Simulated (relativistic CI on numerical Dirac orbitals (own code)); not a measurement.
# What each ingredient does to the levels of Cr XXIV

Base calculation: Dirac-Coulomb-Breit CI, separate exchange-only KLI orbitals for each configuration, a model potential for QED.

Configuration list: 1s, 2s, 2p, 3s, 3p, 3d, 4s, 4p, 4d, 4f, 5s, 5p, 5d, 5f, 5g, 6s, 6p, 6d. Levels of other configurations are missing.

Variants: (1) QED terms removed; (2) non-relativistic limit. Shifts of the energy above 1s 2S_1/2, in eV, for the lowest level and the first level of each name with at least 55 % of one term (blank where a level changes its place among those of its configuration and J or its character, or is not in the variant):

```tsv
Level	Base	Δ(1)	Δ(2)
1s 2S_1/2	0.00	0.00	0.00
2p 2P°_1/2	5916.52	+2.99	-38.95
2s 2S_1/2	5916.95	+2.56	-39.38
2p 2P°_3/2	5931.87	+2.96	-54.30
3p 2P°_1/2	7017.27	+2.99	-51.26
3s 2S_1/2	7017.40	+2.86	-51.39
3d 2D_3/2	7021.82	+2.99	-55.80
3p 2P°_3/2	7021.83	+2.98	-55.81
3d 2D_5/2	7023.31	+2.98	-57.30
4p 2P°_1/2	7401.91	+2.99	-54.95
4s 2S_1/2	7401.97	+2.93	-55.00
4d 2D_3/2	7403.83	+2.99	-56.86
4p 2P°_3/2	7403.83	+2.98	-56.87
4f 2F°_5/2	7404.46	+2.99	-57.49
```
